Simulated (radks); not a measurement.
Br3+, 32 electrons, occupied as [Ar] 3d7 4s2 4p5 (not the ground configuration).

All-electron calculation, Dirac Kohn-Sham, LDA (Slater exchange, Perdew-Wang correlation), spin-unpolarised, spherical densities, finite nucleus; open shells fill j = l - 1/2 first; Fermi nuclear charge, rms radius 4.1629 fm. Program: a radial shooting solver on a logarithmic mesh with Libxc functionals.

Energy parts (Ry):
part                        energy
total                  -5183.47403
kinetic                 5315.28703
electron-nucleus      -12353.53505
Hartree                 2025.65466
exchange-correlation    -170.88067

Orbitals (lengths in bohr, moments of r in powers of bohr; <r^-3> diverges for s and p1/2):
1s1/2: occ. 2; eigenvalue (Ry) -983.5758; <1/r> 35.61; small-component weight 1.61e-02
2s1/2: occ. 2; eigenvalue (Ry) -134.1971; <1/r> 7.944; small-component weight 3.17e-03
2p1/2: occ. 2; eigenvalue (Ry) -121.6336; <1/r> 7.916; small-component weight 3.17e-03
2p3/2: occ. 4; eigenvalue (Ry) -118.1528; <r^-3> 1296; <1/r> 7.657; small-component weight 3.10e-03
3s1/2: occ. 2; eigenvalue (Ry) -23.38830; <1/r> 2.679; small-component weight 8.13e-04
3p1/2: occ. 2; eigenvalue (Ry) -19.01213; <1/r> 2.578; small-component weight 7.68e-04
3p3/2: occ. 4; eigenvalue (Ry) -18.46805; <r^-3> 204.5; <1/r> 2.517; small-component weight 7.49e-04
3d3/2: occ. 4; eigenvalue (Ry) -10.90382; <r^-3> 27.51; <1/r> 2.312; small-component weight 6.47e-04
3d5/2: occ. 3; eigenvalue (Ry) -10.81041; <r^-3> 26.65; <1/r> 2.296; small-component weight 6.42e-04
4s1/2: occ. 2; eigenvalue (Ry) -4.75246; <1/r> 0.9641; small-component weight 1.76e-04
4p1/2: occ. 2; eigenvalue (Ry) -3.58941; <1/r> 0.8632; small-component weight 1.46e-04
4p3/2: occ. 3; eigenvalue (Ry) -3.51437; <r^-3> 28.31; <1/r> 0.8472; small-component weight 1.42e-04

The highest occupied level is 4p3/2 at -47.815 eV. Summed over all electrons, <r^2> = 23.93 bohr^2, which gives a Langevin (diamagnetic) susceptibility term of -19 x 10^-6 cm^3/mol. The density falls to 0.001 e/bohr^3 at r = 3.25 bohr. The electron density at the nucleus is 4.423e+04 e/bohr^3.
